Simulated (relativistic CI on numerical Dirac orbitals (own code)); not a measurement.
## Re2+ (5d5) in a crystal field

Calculated by Dirac-Coulomb-Breit CI, separate exchange-only KLI orbitals for each configuration, model QED (radiative potential, 1s self-energy scaled to tabulated hydrogen-like ionisation energies), valence Slater integrals scaled by 0.85, one configuration in a parametric crystal field (own radial code).

Field parameters in Wybourne normalisation: D3d B²₀ = −7Dσ, B⁴₀ = −14Dq − 21Dτ, B⁴₃ = −14√(10/7) Dq; D4h B²₀ = −7Ds, B⁴₀ = 21(Dq − Dt), B⁴₄ = 21√(5/14) Dq; Oh B⁴₀ = 21Dq, B⁴₄ = √(5/14) B⁴₀. The field is a parameter set, without covalency.

S and J are read from ⟨S²⟩ = S(S + 1) and ⟨J²⟩ = J(J + 1) of each level; they are not fictitious spins.

Oh, 10Dq = 26450 cm⁻¹, the lowest 10 levels:

```
E (cm⁻¹)  Degeneracy  Irrep     S     J
     0.0           2     Γ7  0.60  4.39
    4750           4     Γ8  0.58  4.35
   15770           4     Γ8  1.65  3.65
   16837           2     Γ7  1.70  3.55
   18279           4     Γ8  1.49  3.47
   18965           2     Γ6  1.49  3.12
   22587           2     Γ6  1.48  3.84
   22675           4     Γ8  1.55  3.55
   23003           2     Γ7  1.40  3.37
   23035           4     Γ8  1.45  3.65
```

Principal g values of the ground doublet: 2.24, 2.24, 2.24.

D4h, 10Dq = 9050, Ds = 2860, Dt = 1060 cm⁻¹, the lowest 10 levels:

| E (cm⁻¹) | Degeneracy | Irrep | S | J |
| --- | --- | --- | --- | --- |
| 0.0 | 2 | Γ6 | 2.39 | 2.55 |
| 97.5 | 2 | Γ7 | 2.41 | 2.53 |
| 280 | 2 | Γ7 | 2.44 | 2.51 |
| 7887 | 2 | Γ6 | 1.45 | 3.41 |
| 8568 | 2 | Γ7 | 1.50 | 3.97 |
| 10260 | 2 | Γ6 | 1.44 | 3.59 |
| 11330 | 2 | Γ7 | 1.36 | 3.29 |
| 12492 | 2 | Γ6 | 1.47 | 3.67 |
| 12620 | 2 | Γ7 | 1.46 | 3.15 |
| 13304 | 2 | Γ7 | 1.41 | 3.25 |

Principal g values of the ground doublet: 1.94, 5.85, 5.85.

D3d, 10Dq = 12900, Dσ = 910, Dτ = -10 cm⁻¹, the lowest 16 levels:

| E (cm⁻¹) | Degeneracy | Irrep | S | J |
| --- | --- | --- | --- | --- |
| 0.0 | 2 | Γ4 | 2.08 | 2.92 |
| 522 | 2 | Γ5+Γ6 | 2.33 | 2.66 |
| 571 | 2 | Γ4 | 2.34 | 2.64 |
| 3785 | 2 | Γ4 | 1.41 | 3.72 |
| 7303 | 2 | Γ5+Γ6 | 1.11 | 4.11 |
| 7987 | 2 | Γ4 | 1.17 | 3.84 |
| 9248 | 2 | Γ4 | 1.51 | 3.74 |
| 9628 | 2 | Γ5+Γ6 | 1.47 | 3.60 |
| 10204 | 2 | Γ4 | 1.46 | 3.33 |
| 11212 | 2 | Γ4 | 1.36 | 3.92 |
| 11287 | 2 | Γ5+Γ6 | 1.37 | 3.80 |
| 11977 | 2 | Γ4 | 1.46 | 3.65 |
| 13518 | 2 | Γ4 | 1.38 | 3.78 |
| 14079 | 2 | Γ4 | 1.38 | 4.14 |
| 14268 | 2 | Γ5+Γ6 | 1.41 | 3.90 |
| 14644 | 2 | Γ4 | 1.23 | 4.09 |

Principal g values of the ground doublet: 2.19, 3.37, 3.37.

Oh, 10Dq = 23100 cm⁻¹, the lowest 10 levels:

```tsv
E (cm⁻¹)	Degeneracy	Irrep	S	J
0.0	2	Γ7	0.64	4.33
4827	4	Γ8	0.64	4.33
12183	4	Γ8	1.79	3.46
13120	2	Γ7	1.89	3.34
15305	4	Γ8	1.49	3.47
16002	2	Γ6	1.49	3.11
18888	4	Γ8	1.97	3.43
19563	2	Γ7	1.83	3.28
19605	2	Γ6	1.48	3.87
19950	4	Γ8	1.46	3.67
```

Principal g values of the ground doublet: 2.26, 2.26, 2.26.

Oh, 10Dq = 23850 cm⁻¹, the lowest 10 levels:

| E (cm⁻¹) | Degeneracy | Irrep | S | J |
| --- | --- | --- | --- | --- |
| 0.0 | 2 | Γ7 | 0.63 | 4.35 |
| 4811 | 4 | Γ8 | 0.62 | 4.34 |
| 13011 | 4 | Γ8 | 1.75 | 3.51 |
| 13992 | 2 | Γ7 | 1.84 | 3.40 |
| 15961 | 4 | Γ8 | 1.49 | 3.47 |
| 16654 | 2 | Γ6 | 1.49 | 3.11 |
| 19845 | 4 | Γ8 | 1.88 | 3.46 |
| 20262 | 2 | Γ6 | 1.48 | 3.86 |
| 20428 | 2 | Γ7 | 1.64 | 3.31 |
| 20626 | 4 | Γ8 | 1.46 | 3.66 |

Principal g values of the ground doublet: 2.26, 2.26, 2.26.

The free-ion ground term has S = 5/2. The field overcomes the spin-pairing energy for Oh, 10Dq = 26450 cm⁻¹; Oh, 10Dq = 23100 cm⁻¹; Oh, 10Dq = 23850 cm⁻¹, where the ground state has lower spin; these fields are assumed values.

Levels of this model without a field, named by their leading LS term: 6S_5/2 0, 4G_5/2 16698, 4G_7/2 18746, 4G_11/2 19271, 4G_9/2 19645, 4G_5/2 19664, 4P_3/2 20071, 4P_1/2 21732 cm⁻¹.
